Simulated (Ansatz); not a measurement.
A nudged elastic band was laid between two geometries of CH4BF + H2S (10 atoms, charge 0, multiplicity 1).

Theory: RKS B3LYP/def2-SVP in Ansatz 0.2.0.

```yaml
movable_images: 9
climbing_image: yes
spring: 5.0 eV/Å²
optimiser: quadratic models (default)
start_path: through a guess of the saddle point
force_threshold: 0.05 eV/Å
iteration_limit: 60
end_points: relaxed
```

First end point:

```xyz
10
Properties=species:S:1:pos:R:3
B 0.079 -0.316 -0.064
F 0.050 -0.794 1.185
C 1.451 -0.134 -0.793
H 1.634 -1.054 -1.382
H 1.435 0.697 -1.516
H 2.303 -0.012 -0.105
H -0.993 -0.188 -0.609
S -0.218 2.594 1.166
H 1.080 2.648 1.542
H -0.548 1.817 2.222
```

Last end point:

```xyz
10
Properties=species:S:1:pos:R:3
B 0.082 0.748 -0.308
F -0.302 -0.670 2.159
C 1.445 0.128 -0.745
H 1.434 -0.960 -0.559
H 1.543 0.242 -1.842
H 2.339 0.560 -0.271
H -0.972 0.351 -0.731
S -0.115 2.186 0.774
H 1.188 2.411 1.076
H -0.368 0.261 2.093
```

(1) What changes between the two ends?

(2) What energy profile does the band end with?

(3) What is the geometry of the highest image?

(4) What are the harmonic wavenumbers there?

Answers

(1) Bonds broken: B1–F2, S8–H10. Bonds formed: B1–S8, F2–H10. CH4BF + H2S becomes CH5BS + FH.

(2) The run converged. The highest image is number 6 of 0 to 10, 26.8 kcal/mol above the first end and 9.9 kcal/mol above the last; the last end lies 16.9 kcal/mol above the first. A vibrational analysis at the climbing image gives one clearly imaginary mode, 888i cm⁻¹: a first-order saddle point. The orbitals stay closed-shell, which can raise the energy where a bond breaks towards radicals; this wasn't checked here.

```json
{"image": "0", "path coordinate (Å)": "0.00", "energy (kcal/mol)": "0.0", "B1–F2 (Å)": "1.34", "S8–H10 (Å)": "1.35", "B1–S8 (Å)": "3.17"}
{"image": "1", "path coordinate (Å)": "0.35", "energy (kcal/mol)": "0.1", "B1–F2 (Å)": "1.34", "S8–H10 (Å)": "1.35", "B1–S8 (Å)": "3.12"}
{"image": "2", "path coordinate (Å)": "0.70", "energy (kcal/mol)": "0.6", "B1–F2 (Å)": "1.34", "S8–H10 (Å)": "1.35", "B1–S8 (Å)": "2.97"}
{"image": "3", "path coordinate (Å)": "1.06", "energy (kcal/mol)": "2.2", "B1–F2 (Å)": "1.35", "S8–H10 (Å)": "1.35", "B1–S8 (Å)": "2.74"}
{"image": "4", "path coordinate (Å)": "1.41", "energy (kcal/mol)": "6.7", "B1–F2 (Å)": "1.38", "S8–H10 (Å)": "1.36", "B1–S8 (Å)": "2.45"}
{"image": "5", "path coordinate (Å)": "1.76", "energy (kcal/mol)": "17.0", "B1–F2 (Å)": "1.46", "S8–H10 (Å)": "1.42", "B1–S8 (Å)": "2.17"}
{"image": "6", "path coordinate (Å)": "2.11", "energy (kcal/mol)": "26.8", "B1–F2 (Å)": "1.63", "S8–H10 (Å)": "1.66", "B1–S8 (Å)": "2.01"}
{"image": "7", "path coordinate (Å)": "2.52", "energy (kcal/mol)": "21.7", "B1–F2 (Å)": "1.99", "S8–H10 (Å)": "2.01", "B1–S8 (Å)": "1.89"}
{"image": "8", "path coordinate (Å)": "2.92", "energy (kcal/mol)": "18.1", "B1–F2 (Å)": "2.42", "S8–H10 (Å)": "2.22", "B1–S8 (Å)": "1.83"}
{"image": "9", "path coordinate (Å)": "3.32", "energy (kcal/mol)": "17.0", "B1–F2 (Å)": "2.76", "S8–H10 (Å)": "2.33", "B1–S8 (Å)": "1.81"}
{"image": "10", "path coordinate (Å)": "3.72", "energy (kcal/mol)": "16.9", "B1–F2 (Å)": "2.87", "S8–H10 (Å)": "2.35", "B1–S8 (Å)": "1.81"}
```

(3) 
```xyz
10
Properties=species:S:1:pos:R:3
B 0.012 0.343 0.021
F -0.067 -0.391 1.475
C 1.405 0.055 -0.656
H 1.491 -1.016 -0.910
H 1.499 0.616 -1.600
H 2.269 0.314 -0.020
H -1.031 0.111 -0.537
S -0.206 2.124 0.928
H 1.105 2.388 1.150
H -0.203 0.712 1.795
```

(4) 888i, 200, 237, 306, 409, 457, 516, 685, 715, 848, 875, 1005, 1066, 1109, 1120, 1335, 1439, 1446, 1558, 2621, 2654, 3019, 3095, 3104 cm⁻¹.

Time of the run: 3.4 min on 2 threads of Arm Neoverse V2, on a shared host, peak memory 0.18 GiB.
